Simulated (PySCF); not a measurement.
# From computed data to an observable: oscillator strength and radiative lifetime

CH₃F₃OSi, SMILES O[Si](F)(F)CF.

Geometry optimised at ωB97X-D3(BJ)/def2-SVP. The structure was generated by enumeration, and PubChem lists no compound with its InChIKey, so it may never have been made. One conformer was computed; it need not be the lowest.

TDA-B3LYP/def2-SVPD in PySCF puts the first singlet state with f over 0.02 at 7.83 eV (vertical), with the transition dipole (0.351, -0.195, -0.081) in atomic units.

### Question
Find the oscillator strength, the wavelength and the radiative lifetime that this transition would have in vacuum if emission retraced absorption.

### Answer

|μ|² = 0.1678 au, so |μ| = 1.04 D. ΔE = 7.83/27.211 = 0.2877 hartree. f = (2/3) ΔE |μ|² = 0.032 (the program prints 0.032).
λ = 1239.84/7.83 = 158 nm; ν = 63153 cm⁻¹.
Einstein's coefficient A = 0.6670 ν² f s⁻¹ (ν in cm⁻¹) = 8.6e7 s⁻¹, so τ = 1/A = 12 ns. This state is S1. The figure is the radiative limit of this one transition; relaxation, internal conversion, crossing to triplets and a medium change what is measured.
